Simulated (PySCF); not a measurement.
**Relaxation of quintet RhH₃**

Level of theory: PySCF, UPBE0, basis Rh x2c-TZVPall, H x2c-TZVPall (spin-free X2C, no spin–orbit coupling, density fitting). A (50,194) grid was used.

A hand-made trigonal pyramidal start, of C3v symmetry, held to at least that symmetry:

```xyz
4
charge 0 multiplicity 5, angstrom
Rh    0.0000    0.0000   -0.0210
H     1.3862    0.0000    0.7161
H    -0.6931    1.2005    0.7161
H    -0.6931   -1.2005    0.7161
```

Problem. What does it relax to?

Solution. It ends at C3v with Rh–H 1.709 Å (×3); H–Rh–H 116.5° (×3). A frequency run shows a minimum. Other isomers or separated fragments may lie lower.

Problem. How much energy is released, and in how many steps?

Solution. 62.0 kJ/mol in 8 steps.

Other spin states or occupations of the open shell can lie lower. At this level a singlet minimum of C3v symmetry lies 387 kJ/mol below this structure.
